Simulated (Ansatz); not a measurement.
Start from `N[SiH2][GeH3]` and change one atom or group to get `N[SiH2]N`.

Ansatz, PBE0-D4/def2-TZVP geometries, multiplicity 1. Each molecule was computed in one conformer, which needn't be the lowest.

Scalar relativity is left out up to krypton.

```csv
property,`N[SiH2][GeH3]`
size of the dipole moment (B3LYP/def2-TZVPP) / D,1.58
HOMO–LUMO gap (B3LYP/def2-TZVPP) / eV,6.88
HOMO–LUMO gap (PBE0/def2-TZVPP) / eV,7.32
HOMO–LUMO gap (ωB97M-V/def2-TZVPP) / eV,11.15
LUMO energy (B3LYP/def2-TZVPP) / eV,-0.25
HOMO energy (PBE0/def2-TZVPP) / eV,-7.34
```

(1) What does the change do to each property? (Best estimate.)

## Answers

(1) Computed: 
```
                                        property  `N[SiH2]N`  shift
size of the dipole moment (B3LYP/def2-TZVPP) / D        0.74  -0.84
           HOMO–LUMO gap (B3LYP/def2-TZVPP) / eV        7.65   0.77
            HOMO–LUMO gap (PBE0/def2-TZVPP) / eV        8.20   0.88
         HOMO–LUMO gap (ωB97M-V/def2-TZVPP) / eV       11.99   0.84
             LUMO energy (B3LYP/def2-TZVPP) / eV        0.69   0.94
              HOMO energy (PBE0/def2-TZVPP) / eV       -7.18   0.16
```

With PBE0 the HOMO rises by 0.16 eV and the LUMO rises by 1.04 eV, so the gap widens by about 0.88 eV. PBE moves the HOMO by 0.23 eV and ωB97M-V by 0.02 eV. The zero-point energy changes by 8.4 kJ/mol with -3 modes. Dipoles are sizes alone; their direction can turn.

B3LYP here is the variant with VWN-RPA as its local correlation; programs differ in this.
